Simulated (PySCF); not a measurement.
Task: Write Cartesian coordinates for BiH2Et, `[H][Bi]([H])[CH2]C` as optimised with PBE0-D3(BJ)/def2-SVP.

Result: 
```
atom  x, y, z in Å
Bi1    1.3562    1.2680    0.7321
H2     2.2883    1.7565   -0.7278
H3     0.0672    2.4529    0.3158
C4     0.2690   -0.4105   -0.3895
C5    -0.9721   -0.8770    0.3471
H6     1.0052   -1.2209   -0.5045
H7     0.0352   -0.0275   -1.3926
H8    -1.4844   -1.6858   -0.2017
H9    -0.7367   -1.2696    1.3498
H10   -1.7033   -0.0629    0.4758
```

Orientation and origin are arbitrary. Atoms count from 1 in this order. Bi1 (bismuth bonded to C and 2 H) is pyramidal (angles 92.7°, 91.7° and 90.3°, sum 274.7°, 1.08 Å off the plane of its three neighbours).

Bonds between heavy atoms (Å): Bi1–C4 2.293, C4–C5 1.517.

Computed with PBE0-D3(BJ)/def2-SVP geometry optimisation, gas phase, def2 core potentials past Kr (PySCF).

Not checked by PBE0-D3(BJ)/def2-SVP frequencies. The numbers are those of one conformer (H–Bi1–C4–C5 -163° and -72°).
